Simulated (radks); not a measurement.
Results of a calculation; reference values are marked as such.
All-electron atom: the chlorine ion Cl+ in [Ne] 3s2 3p4. Level of theory: scalar-relativistic Kohn-Sham, BP86, spin-unpolarised, spherical densities, finite nucleus; Fermi nuclear charge, rms radius 3.3654 fm (a radial shooting solver on a logarithmic mesh with Libxc functionals).

Normalised radial functions P(r) = r R(r), r in bohr:

```
   r/bohr * 3p (the largest magnitude, 0.815, reaches the edge; | marks zero)
 0.006078                             *
 0.008711                             *
  0.01259                             *
  0.01804                             *
  0.02586                             |*
  0.03706                             | *
  0.05312                             |  *
  0.07614                             |    *
   0.1091                             |       *
   0.1577                             |          *
    0.226                             |            *
    0.324                             |          *
   0.4643                             |   *
   0.6656                     *       |
    0.954        *                    |
    1.367  *                          |
    1.976       *                     |
    2.832                 *           |
    4.059                         *   |
    5.818                            *|
```

3p: eigenvalue -19.511 eV, 1 radial node at r = 0.528 bohr, <r> = 1.70 bohr, 90 % of the charge inside 2.64 bohr.
